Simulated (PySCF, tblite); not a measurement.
Isomers of C3H10FOSi2 (doublet state), one GFN2-xTB conformer each. Single-point energies are computed at B3LYP/pcH-1 (PySCF, gas phase, no added dispersion term), electronic only. GFN2-xTB treats the open shell by occupation alone, and not every SCF solution was tested for stability.

Question: Rank them by B3LYP/pcH-1 energy, lowest first (kJ/mol).
A. `[CH3:1][CH:2]([CH3:3])[SiH:4][O:5][SiH2:6][F:7]` (doublet state) with C1–C2–Si4–O5 58°, C2–Si4–O5–Si6 -24°, Si4–O5–Si6–F7 58°
B. `[CH3:1][CH:2]([CH3:3])[SiH2:4][O:5][SiH:6][F:7]` (doublet state) with C1–C2–Si4–O5 59°, C2–Si4–O5–Si6 175°, Si4–O5–Si6–F7 20°
C. `[CH2:1][C@@H:2]([CH3:3])[SiH2:4][O:5][SiH2:6][F:7]` (doublet state) with H–C1–C2–C3 152° and -33°, C1–C2–Si4–O5 57°, C2–Si4–O5–Si6 -30°, Si4–O5–Si6–F7 61°

Answer: A (0.0), B (9.6), C (36.6).

Neighbours under 21 kJ/mol apart (CC(C)[SiH]O[SiH2]F and CC(C)[SiH2]O[SiH]F) can change places with a better method, another conformer or zero-point energy. GFN2-xTB itself gives, in the same order: 0.0, 24.4, 47.1. Both levels put the same isomer lowest; measured from each level's own lowest isomer, the values differ by up to 14.8 kJ/mol (CC(C)[SiH2]O[SiH]F: 24.4 against 9.6).

Q: What happens when harmonic zero-point energies from GFN2-xTB frequencies are added?

A: 
```
                      SMILES  ZPE (kJ/mol)  electronic (kJ/mol)  with ZPE (kJ/mol)
          CC(C)[SiH]O[SiH2]F         327.4                  0.0                0.0
          CC(C)[SiH2]O[SiH]F         326.6                  9.6                8.8
[CH2][C@@H](C)[SiH2]O[SiH2]F         310.5                 36.6               19.7
```

The zero-point energies span 16.9 kJ/mol. The order is unchanged.

Q: As an exercise, what shares would exp(−E/RT) give at 2000 K from these electronic energies alone (no entropy, no degeneracies)?

A: RT = 16.629 kJ/mol: CC(C)[SiH]O[SiH2]F 59.8 %, CC(C)[SiH2]O[SiH]F 33.6 %, [CH2][C@@H](C)[SiH2]O[SiH2]F 6.6 %.
